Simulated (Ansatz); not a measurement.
Born–Oppenheimer molecular dynamics of BCl3H2 (6 atoms, charge 0, multiplicity 1). It starts at the highest image of a converged band, a first-order saddle point between two minima.

Method: RKS PBE0-D4/def2-SVP in Ansatz.

| Item | Value |
| --- | --- |
| ensemble | NVE (velocity Verlet) |
| time step | 0.5 fs |
| steps asked | 200 |
| starting velocities drawn for | 300 K |
| seed | 7800 |

First frame:

```xyz
6
Properties=species:S:1:pos:R:3
B 0.018 -0.335 0.014
Cl 0.009 0.139 2.063
Cl 1.548 0.172 -0.701
Cl -1.529 0.118 -0.701
H 0.040 -1.610 0.264
H 0.032 -1.154 1.247
```

(1) How far do the bonds stretch over the last three quarters of this one trajectory? (Pairs bonded in most of those frames.)

## Answers

(1) 
```
  bond  mean (Å)  spread (Å)  shortest  longest
B1–Cl2     1.754       0.071      1.65     1.88
B1–Cl3     1.763       0.054      1.67     1.85
B1–Cl4     1.758       0.051      1.68     1.85
 H5–H6     0.765       0.018      0.74     0.79
```

Mean temperature of the second half: 2117 K. The conserved energy stayed within 0.096 meV per atom of its start (net change -0.049 meV per atom), so the integration is sound. The kinetic energy rose, since the run started high on the potential surface and went downhill. It ends in pieces (BCl3 + H2), so much of that is their flight and rotation, not heat. A run of 0.1 ps of so small a system gives no equilibrium averages. The orbitals stay closed-shell, which can raise the energy where a bond breaks towards radicals; this wasn't checked here.

Run time: 8.4 min on 1 thread of Arm Neoverse V2, with other jobs on the host, peak memory 0.17 GiB.
